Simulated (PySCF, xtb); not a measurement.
SnOCl2, SMILES [Sn]([Cl])(=[O])[Cl].

GFN2-xTB (xtb 6.7.1) at its own geometry gives an orbital gap of 3.37 eV and a dipole moment of 2.98 D.

The structure is a stationary point at B3LYP-D3(BJ)/def2-SVP. The def2 effective core potentials stand for the cores of Sn; spin–orbit coupling is left out.

What does PBE/def2-TZVPD (PySCF) give? (Estimate from the structure and the level; the computed values follow.)

gap 2.25 eV (levels -7.08 and -4.83 eV), dipole 2.00 D.
